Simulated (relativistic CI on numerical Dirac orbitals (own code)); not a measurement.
Line list: Forbidden lines, Co XI

These numbers are calculated, not measured: Dirac-Coulomb-Breit CI, separate exchange-only KLI orbitals for each configuration, model QED, valence Slater integrals scaled by 0.9, P86 correlation estimate, and configurations built on the next ion tied to the tabulated ionisation energy (semi-empirical) (own radial code, finite nucleus).

CI space (outside the closed core [Ne]): 3s²3p⁵, 3s²3p⁴3d, 3s²3p⁴4s, 3s²3p⁴4p, 3s²3p⁴4d, 3s²3p⁴5s, 3s²3p⁴4f, 3s3p⁶, 3s²3p³3d², 3s3p⁵3d, 3p⁵3d², 3p⁶3d, 3s3p⁴3d², 3s²3p³3d4s, 3s²3p³3d4p, 3p⁶4s, 3p⁶4p, 3s3p⁴3d4s, 3s3p⁵4s, 3s3p⁴3d4p, 3s3p⁵4p, 3p⁵3d4s, 3s3p⁵4d, 3s²3p⁴5p. Levels of other configurations are missing.

```csv
λ vac (nm),Lower,Upper,Type,A (s⁻¹),E lower (cm⁻¹),E upper (cm⁻¹)
20.958,3s²3p⁵ ²P°3/2 [1],3s²3p⁴3d ²G7/2 [20],M2,8.47e+00,0,477151
21.563,3s²3p⁵ ²P°3/2 [1],3s²3p⁴3d ²F7/2 [18],M2,1.29e+01,0,463766
22.443,3s²3p⁵ ²P°3/2 [1],3s²3p⁴3d ⁴F7/2 [10],M2,5.84e+00,0,445564
24.404,3s²3p⁵ ²P°3/2 [1],3s²3p⁴3d ⁴D7/2 [5],M2,6.44e+01,0,409770
99.066,3s²3p⁴3d ⁴D5/2 [4],3s²3p⁴3d ²F7/2 [24],M1,2.83e+01,409511,510454
99.321,3s²3p⁴3d ⁴D7/2 [5],3s²3p⁴3d ²F7/2 [24],M1,1.08e+02,409770,510454
140.96,3s²3p⁴3d ⁴F9/2 [8],3s²3p⁴3d ²F7/2 [24],M1,1.17e+02,439511,510454
147.20,3s²3p⁴3d ⁴D7/2 [5],3s²3p⁴3d ²G9/2 [21],M1,9.67e+00,409770,477703
147.84,3s²3p⁴3d ⁴D5/2 [4],3s²3p⁴3d ²G7/2 [20],M1,1.38e+01,409511,477151
148.41,3s²3p⁴3d ⁴D7/2 [5],3s²3p⁴3d ²G7/2 [20],M1,2.56e+01,409770,477151
167.35,3s²3p⁴3d ⁴F5/2 [12],3s²3p⁴3d ²F7/2 [24],M1,1.29e+01,450698,510454
184.31,3s²3p⁴3d ⁴D5/2 [4],3s²3p⁴3d ²F7/2 [18],M1,7.76e+00,409511,463766
185.20,3s²3p⁴3d ⁴D7/2 [5],3s²3p⁴3d ²F7/2 [18],M1,4.88e+01,409770,463766
214.19,3s²3p⁴3d ²F7/2 [18],3s²3p⁴3d ²F7/2 [24],M1,6.32e+00,463766,510454
230.80,3s²3p⁴3d ²D5/2 [19],3s²3p⁴3d ²F7/2 [24],M1,1.58e+01,467127,510454
261.83,3s²3p⁴3d ⁴F9/2 [8],3s²3p⁴3d ²G9/2 [21],M1,1.04e+02,439511,477703
265.67,3s²3p⁴3d ⁴F9/2 [8],3s²3p⁴3d ²G7/2 [20],M1,4.91e+00,439511,477151
279.38,3s²3p⁴3d ⁴D7/2 [5],3s²3p⁴3d ⁴F7/2 [10],M1,1.15e+01,409770,445564
300.28,3s²3p⁴3d ²G7/2 [20],3s²3p⁴3d ²F7/2 [24],M1,7.54e+00,477151,510454
311.15,3s²3p⁴3d ⁴F7/2 [10],3s²3p⁴3d ²G9/2 [21],M1,5.80e+00,445564,477703
316.59,3s²3p⁴3d ⁴F7/2 [10],3s²3p⁴3d ²G7/2 [20],M1,4.14e+01,445564,477151
336.24,3s²3p⁴3d ⁴D7/2 [5],3s²3p⁴3d ⁴F9/2 [8],M1,1.63e+01,409770,439511
378.03,3s²3p⁴3d ⁴F5/2 [12],3s²3p⁴3d ²G7/2 [20],M1,7.70e+00,450698,477151
412.28,3s²3p⁴3d ⁴F9/2 [8],3s²3p⁴3d ²F7/2 [18],M1,2.46e+01,439511,463766
516.76,3s²3p⁵ ²P°3/2 [1],3s²3p⁵ ²P°1/2 [2],M1,1.30e+02,0,19351
549.38,3s²3p⁴3d ⁴F7/2 [10],3s²3p⁴3d ²F7/2 [18],M1,8.98e+00,445564,463766
717.52,3s²3p⁴3d ²F7/2 [18],3s²3p⁴3d ²G9/2 [21],M1,1.05e+01,463766,477703
747.12,3s²3p⁴3d ²F7/2 [18],3s²3p⁴3d ²G7/2 [20],M1,1.00e+01,463766,477151
765.21,3s²3p⁴3d ⁴F5/2 [12],3s²3p⁴3d ²F7/2 [18],M1,8.11e+00,450698,463766
1652.0,3s²3p⁴3d ⁴F9/2 [8],3s²3p⁴3d ⁴F7/2 [10],M1,6.57e+00,439511,445564
```

Terms are leading LS components. Brackets give the number of a level in order of energy, since labels repeat. The list gives strong lines, with weight on those to low levels, without configurations that were not tied to measured data, among the lowest 300 of 1328 levels, so that lines to higher ones, which can be the strongest, are missing. Levels whose partners in the same complex of configurations lie outside the list can be far off, and so can their lines. Rates are taken at the computed energies, electric ones in the length gauge.

Configurations that consist of the next ion and one excited electron were tied to the tabulated ionisation energy; Rydberg ones are usually within 1,000 to 3,000 cm⁻¹ and the lowest ones within about 6,000 (9,000 in d shells), while levels on excited terms of the next ion carry the error of that term, and the other configurations can be misplaced by 10,000 cm⁻¹ or more. Rates follow the energies as ν³ (E1, M1) or ν⁵ (E2), so rates, branching and lifetimes can be off by large factors.

From the table, what is the radiative lifetime of 3s²3p⁴3d ²G7/2?

The listed rates from this level add up to about 1.12e+02 s⁻¹, 99 % of its decay; with all channels τ = 8.84e-03 s.
